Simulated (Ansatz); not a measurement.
Frontier orbitals of `CC1B[SiH2]O1`.

Charge 0, multiplicity 1. The geometry is a stationary point of PBE0-D4/def2-TZVP. Basis def2-TZVPP, the Gaussian-basis code of Ansatz.

Orbital energies of one run (eV). Highest occupied ones, from the top: -6.39, -6.58, -7.00, -8.55, -9.25, -9.45, -10.25, -10.67, -11.11, -11.91, -13.80, -15.20, -18.58, -24.91. Empty: -3.55, -1.02, 0.15, 0.63, 1.06, 1.41.

(1) Which functional gave them?
A. LDA (SPW92)
B. B3LYP
C. ωB97X-V
D. r2SCAN0

Answers

(1) A. HOMO energies: LDA (SPW92) -6.39, ωB97X-V -9.85, B3LYP -7.33, r2SCAN0 -7.64 eV.

B3LYP here is the variant with VWN-RPA as its local correlation; programs differ in this.
